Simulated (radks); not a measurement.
Neutral nitrogen inside a hard spherical wall (all orbitals vanish at R), configuration held at [He] 2s2 2p3 and not refilled when levels cross. All-electron calculation, scalar-relativistic Kohn-Sham, PBEsol, spin-unpolarised, spherical densities, finite nucleus; Fermi nuclear charge, rms radius 2.5582 fm. Program: a radial shooting solver on a logarithmic mesh with Libxc functionals. Eigenvalues in eV, with the zero of energy where the potential of the charges vanishes at infinity; a dash marks a level that is unbound or too diffuse for the functional's potential to be trusted. A positive occupied level is held by the wall or, in an anion where self-interaction has pushed it up, behind a barrier. The pressure on the wall is -dE/dV.

R (bohr),E (hartree),kinetic (hartree),e(1s),e(2s),e(2p),"e(3s, empty)","e(3p, empty)",pressure (GPa)
free,-54.24171,54.105,-383.09,-18.456,-7.036,-,-,0
8,-54.24157,54.106,-383.07,-18.440,-7.019,1.260,3.215,0.00774
7,-54.24109,54.110,-383.01,-18.401,-6.979,2.178,4.552,0.0435
3.5,-54.10364,54.792,-377.90,-15.163,-3.219,25.211,29.611,45.5
2.5,-53.38687,57.364,-364.62,-5.722,7.285,71.849,72.271,620
2,-51.90467,61.550,-347.85,9.454,22.627,136.90,127.44,2870
1.5,-47.10987,72.563,-314.56,52.301,60.539,298.30,255.85,17800
